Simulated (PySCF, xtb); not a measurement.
# Two isomers of CH5SeSi+

We compare a, `[H]/[Se+]=[SiH]/C`, a singlet, with b, `[H]/[Se+]=[SiH]\C`, a singlet. Both are isolated ions in the gas phase, relaxed with PBE0-D4/def2-SVP.

a (Å):

```xyz
8

C    -1.7693    0.0244   -0.4652
Se    1.3210   -1.5124    0.0353
Si   -0.0828    0.1402    0.2268
H     2.3741   -0.7728    0.7604
H    -1.9162    0.8436   -1.1920
H    -1.9592   -0.9412   -0.9555
H    -2.5018    0.1770    0.3478
H     0.3842    1.3533    0.9364
```

b (Å):

| atom | x (Å) | y (Å) | z (Å) |
| --- | --- | --- | --- |
| C | -1.8498 | 0.7142 | 0.1807 |
| Se | -0.0226 | -2.2553 | 0.9666 |
| Si | -0.7830 | -0.6819 | -0.3293 |
| H | -2.7796 | 0.6818 | -0.4157 |
| H | -2.0970 | 0.7029 | 1.2513 |
| H | -1.3355 | 1.6592 | -0.0720 |
| H | -0.3451 | -0.8367 | -1.7344 |
| H | -0.6870 | -1.6938 | 2.1606 |

Problem. Estimate E(b) − E(a) at the level CCSD(T)/def2-SVP + ΔMP2/def2-TZVPP.

Solution. CCSD(T)/def2-SVP + ΔMP2/def2-TZVPP gives E(b) − E(a) = +0.07 kcal/mol, slightly favouring structure a, which is too small a margin to settle the true order.

How the difference moves with the method:

| level | geometry | E(b) − E(a) (kcal/mol) | departure from the last row (kcal/mol) | job, with rough time for the two |
| --- | --- | --- | --- | --- |
| GFN2-xTB | GFN2-xTB | +0.36 | +0.29 | optimisation, 0.66 s |
| HF/STO-3G | GFN2-xTB | +0.21 | +0.15 | single point, 3.3 s |
| r2SCAN-D4/def2-SVP | GFN2-xTB | +0.36 | +0.30 | single point, 34 s |
| PBE0-D4/def2-SVP | PBE0-D4/def2-SVP | +0.12 | +0.06 | optimisation, 5.8 min |
| HF/def2-SVP | PBE0-D4/def2-SVP | +0.18 | +0.11 | part of the CCSD(T) run |
| MP2/def2-SVP | PBE0-D4/def2-SVP | +0.08 | +0.02 | part of the CCSD(T) run |
| CCSD(T)/def2-SVP | PBE0-D4/def2-SVP | +0.05 | −0.02 | single point |
| CCSD(T)/def2-SVP + ΔMP2/def2-TZVPP | PBE0-D4/def2-SVP | +0.07 |  | single point, 1.8 min |

As drawn, both hold the same kinds of bond in the same numbers.

The largest departure from CCSD(T)/def2-SVP + ΔMP2/def2-TZVPP is that of r2SCAN-D4/def2-SVP, 0.30 kcal/mol. The last row adds to CCSD(T) the change of the MP2 difference between the two basis sets, here +0.02 kcal/mol.

With thermal terms from frequencies at re-optimised GFN2-xTB minima (ideal gas, soft modes damped towards free rotors, one conformer each, 298.15 K, 1 atm): on the last row, ΔE + ΔZPE = +0.08, ΔH = +0.11, ΔG = +0.06 kcal/mol.

The correlated steps freeze 15 core orbitals; the filled d shell of Se is correlated, in a basis made for valence electrons. Programs: PySCF 2.14.0, xtb 6.7.1; the last row on 2 threads of Intel(R) Xeon(R) Processor @ 2.50GHz (Skylake/Cascade Lake) on a shared host.
